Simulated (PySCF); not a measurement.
AlClH₄O₃Si. Atoms are numbered in the order given.

```xyz
10

Si     1.6535     0.1932    -0.6486
Cl     1.9413    -0.0751     1.4035
O      0.0471     0.3489    -0.9200
Al    -1.5039    -0.0445    -0.3250
O     -1.8757    -1.6777    -0.0879
O     -2.6633     1.1544    -0.0272
H      2.2171    -0.9937    -1.3373
H      2.3655     1.4340    -1.0408
H     -2.7199    -1.9921     0.2475
H     -2.5280     2.0987    -0.1428
```
Charge 0, spin multiplicity 1.

Geometry: B3LYP-D3(BJ)/def2-SVP. The structure was generated by enumeration; whether it is a known compound was not checked. One conformer was computed; it need not be the lowest.

Computed with PySCF with KT2/pcSseg-1.

GIAO shieldings, no solvent; atoms listed in one row are averaged. δ = σ(ref) − σ: ²⁹Si against TMS (σ = 361.9 ppm); ³⁵Cl against HCl (σ = 945.4 ppm); ¹⁷O against H2O (σ = 330.4 ppm); ¹H against TMS (σ = 31.47 ppm), references at their B3LYP-D3(BJ)/def2-TZVP geometries, non-relativistic (without spin–orbit terms, shifts of atoms bonded to Cl or Br come out too high).

Task: Estimate the chemical shifts. (Estimate from the structure and the level; the computed values follow.)

Result: 
```
nucleus  atoms  count  δ (ppm)
-------  -----  -----  -------
²⁹Si       Si1      1    -13.1
³⁵Cl       Cl2      1     90.7
¹⁷O         O3      1     72.6
¹⁷O         O6      1     17.1
¹⁷O         O5      1      9.0
¹H          H7      1     5.98
¹H          H8      1     5.86
¹H         H10      1     1.81
¹H          H9      1     1.65
```
